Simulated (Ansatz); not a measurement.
Wavefunction ladder for `B[O][AlH][CH3]`

```tsv
atom	x (Å)	y (Å)	z (Å)
B1	-2.2564	-0.7063	-0.5094
O2	-0.9358	-0.5436	-0.4901
Al3	0.7417	-0.3385	-0.4655
C4	1.5190	0.8981	0.8102
H5	-2.7636	-1.5536	0.1819
H6	-2.9341	-0.0036	-1.2164
H7	1.5515	-1.1985	-1.5146
H8	0.7631	1.3957	1.4218
H9	2.1037	1.6700	0.2992
H10	2.2109	0.3805	1.4828
```

Charge 0, multiplicity 1. The structure was optimised at the PBE0-D4/def2-TZVP level. It is one conformer, not always the lowest. Frozen core, restricted reference, the Gaussian-basis code of Ansatz. CBS rows extrapolate triple and quadruple zeta; past MP2 they add the triple-zeta difference.

```
     basis     HF (Eh)  MP2 corr.  CCSD corr.       (T)  CCSD(T) total
  def2-SVP  -382.73882   -0.47625    -0.52067  -0.01258     -383.27207
def2-TZVPP  -382.98999   -0.59388    -0.63246  -0.02189     -383.64434
def2-QZVPP  -383.00460   -0.63674           –         –              –
 CBS(def2)  -383.00661   -0.66849    -0.70707     as TZ     -383.73557
```
